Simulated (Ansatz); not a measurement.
Basis-set extrapolation for C3H8SSi (`C=CSC[SiH3]`) (PBE0-D4/def2-TZVP geometry, frozen core, Ansatz). Multiplicity 1, RHF reference.

```tsv
	def2-TZVPP	def2-QZVPP
HF	-804.758961	-804.784735
MP2 correlation	-0.805402	-0.862135
CCSD(T) correlation	-0.906119	not run
```

Energies in hartree. Use E(X) = E(∞) + A·exp(−7.88·√X) for Hartree–Fock and E(X) = E(∞) + B·X^(−2.97) for correlation, with X = 3 and 4, and add CCSD(T) minus MP2 of the smaller set to the MP2 limit.

**Question.** What is the CCSD(T) energy at the basis-set limit?

**Answer.** HF limit: -804.784735 + (-0.025774) × 0.13774 = -804.78829. MP2 limit: -0.862135 + (-0.056733) × 0.74074 = -0.90416. Higher-order term: -0.906119 − (-0.805402) = -0.10072. Total: -805.79317 hartree, 336.3 kJ/mol below CCSD(T)/def2-TZVPP.
